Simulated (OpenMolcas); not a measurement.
neutral zinc: CASPT2 settings compared

| Quantity | Value |
| --- | --- |
| Program | OpenMolcas |
| Basis | ANO-L-VQZP [7s6p4d3f2g] |
| Scalar Hamiltonian | non-relativistic, point nucleus |
| Active space | 2 electrons in 8 orbitals (4s 4p 5s 5p) |
| State averaging | 2S+1 = 3 even, 3 roots (0 in the spin-orbit step); 2S+1 = 1 even, 1 root; 2S+1 = 3 odd, 3 roots |
| Spin-orbit coupling | state interaction with AMFI integrals over the reference wave functions, term energies averaged over their components |

Methods on the same reference wave functions:
A. CASSCF
B. SS-CASPT2, IPEA 0.4 Eh, no level shift (closed shells correlated: 3s 3p 3d)
C. SS-CASPT2, IPEA 0.5 Eh, imaginary shift 0.25 Eh (closed shells correlated: 3s 3p 3d)
D. XMS-CASPT2, IPEA 0.35 Eh, imaginary shift 0.15 Eh (closed shells correlated: 3d)

Energies in cm⁻¹ above 4s² ¹S₀, the measured ground level; measured values from NIST Handbook of Basic Atomic Spectroscopic Data.

```tsv
Level	A	B	C	D	Measured
4s² ¹S₀	0.0	0.0	0.0	0.0	0.0
4s 4p ³P°₀	28065	30852	30885	30269	32311
4s 4p ³P°₁	28214	31002	31035	30419	32501
4s 4p ³P°₂	28514	31302	31334	30719	32890
```

Deviations, from unrounded energies. A percentage is the sum of absolute deviations over the sum of measured energies, with the sign that they share, or ± where signs differ.

```tsv
Against measurement	Levels	A	B	C	D
mean absolute deviation (cm-1)	3	4300	1500	1500	2100
other configurations (%)	3	-13.2	-4.7	-4.6	-6.4
```

B, C lie about equally close to measurement and A furthest from it. The largest miss of C in the table is 4s 4p ³P°₂, by -1600 cm-1. The ranking rests on the paired levels alone, and a cruder setting can come out closer through cancelling errors.

Among B to D the level of the table that moves most is 4s 4p ³P°₀, by 620 cm-1 (lowest in D, highest in C).

The lowest spin-free term lies below A's lowest term by 0.920 hartree in B, 0.919 hartree in C, 0.515 hartree in D.

Some high roots are left out of the spin-orbit mixing, which shifts the levels that they would mix with. Active for correlation alone: 5p 5s; no level in the range computed is led by a configuration that fills them, so any true level of that kind is missing. Without dynamic correlation excited terms often stand tens of per cent too high (terms of higher spin than the ground term too low), and those without a measured partner can miss by more than the paired ones (holds for A). Computed and measured levels are paired by configuration, term and J; levels that our copy of the source lacks, or whose pairing is in doubt (as where it misses far off the trend of its configuration), stay unpaired and out of the deviations. Levels of configurations outside the active space are missing.

° marks odd parity.
